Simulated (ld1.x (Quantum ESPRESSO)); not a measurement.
How hard is this Sn (Z = 50) TM semilocal potential?

* Element: tin
* Generator: ld1.x (Quantum ESPRESSO) 7.5
* Type: norm-conserving Troullier–Martins (semilocal form)
* Functional: LDA (PZ)
* Relativity: scalar-relativistic
* Frozen core: [Kr] 4d10
* Valence charge: 4
* Reference configuration: 5s1.5 5p2.5
* Partial waves: 5s (bound): rc 1.85 bohr; 5p (bound): rc 2.60 bohr; 5d channel at 0.1 Ry: rc 2.70 bohr
* Local potential: the d channel
* Core correction: none

The pseudo-atom Hamiltonian at the reference potential is diagonalised in spherical Bessel functions j_l(qr) that vanish at 20 bohr, with q² up to the cutoff. All-electron valence levels (Ry): 5s -0.8278, 5p -0.3078.

Q: How do the lowest levels (Ry) of each channel move with the cutoff, and are there ghosts?

A:

```tsv
cutoff (Ry)	s #1	p #1	p #2	d #1	d #2	Σ f·Δε (mRy)
8	-0.8103	-0.3028	0.0245	0.0474	0.1226	38.6
10	-0.8178	-0.3056	0.0243	0.0474	0.1224	20.4
15	-0.8190	-0.3075	0.0241	0.0471	0.1216	13.9
18	-0.8220	-0.3075	0.0241	0.0469	0.1212	9.5
21	-0.8245	-0.3076	0.0241	0.0469	0.1211	5.5
25	-0.8263	-0.3077	0.0241	0.0469	0.1211	2.5
35	-0.8273	-0.3077	0.0241	0.0469	0.1211	0.8
40	-0.8274	-0.3077	0.0241	0.0469	0.1211	0.6
400	-0.8278	-0.3078	0.0241	0.0469	0.1211	0.0
```

Result: no extra level below or beside the all-electron valence levels (s, p, d tested); the semilocal form is local in each channel, so this says nothing of the separable form that plane-wave codes build from it; 10 mRy is reached at 18 Ry and 1 mRy at 30 Ry.
